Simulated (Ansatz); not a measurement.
```yaml
crystal:
  periodic: [false, false, false]
  atoms:
    - {symbol: C, position_ang: [-1.575656, -0.533793, 0.549693]}
    - {symbol: C, position_ang: [-0.526584, -0.570760, -0.488599]}
    - {symbol: Al, position_ang: [1.053826, 0.506892, -0.087376]}
    - {symbol: O, position_ang: [2.443499, 0.624072, -1.172595]}
    - {symbol: O, position_ang: [1.154870, 1.399006, 1.330615]}
    - {symbol: H, position_ang: [-1.954137, 0.485593, 0.702770]}
    - {symbol: H, position_ang: [-2.443444, -1.202330, 0.320664]}
    - {symbol: H, position_ang: [-1.203129, -0.978718, 1.508468]}
    - {symbol: H, position_ang: [-0.235717, -1.599326, -0.699311]}
    - {symbol: H, position_ang: [-0.921401, -0.248901, -1.404256]}
    - {symbol: H, position_ang: [2.473632, 0.186953, -1.964196]}
    - {symbol: H, position_ang: [1.844689, 1.883513, 1.611133]}
basis:
  gaussian: {orbitals: cc-pVTZ-DK, fitting: {mean_field: cc-pVTZ-jkfit}}
hamiltonian: {xc: {name: B3LYP-D3}}
output: {forces: true}
```

```sh
$ ansatz run in.yaml --threads 4 --pin off --events-out ev --progress --plain --max-ram 10444MiB
```

It prints (some lines left out):

```
Error: YAML parse error: error: line 18 column 19: hamiltonian.xc: no functional is named "B3LYP-D3"; the names, which are not case-sensitive, are SVWN5, SPW92, PBE, PBE0, PBEsol, revPBE, revPBE0, RPBE, rPW86-PBE, HSE06, wPBEh, LC-wPBE, HISS, HF, BLYP, B3LYP, B3LYP5, BHLYP, CAM-B3LYP, r2SCAN, r2SCANh, r2SCAN0, r2SCAN50, m-r2SCAN, B97, wB97, wB97X, wB97X-V, B97M-V, wB97M-V, B2PLYP, B2GP-PLYP, PBE0-DH, PBE-QIDH
16 | basis:
17 |   gaussian: {orbitals: cc-pVTZ-DK, fitting: {mean_field: cc-pVTZ-jkfit}}
18 | hamiltonian: {xc: {name: B3LYP-D3}}
19 | output: {forces: true}
```

In this input the method's name isn't one that the program takes here. The program refused the input.
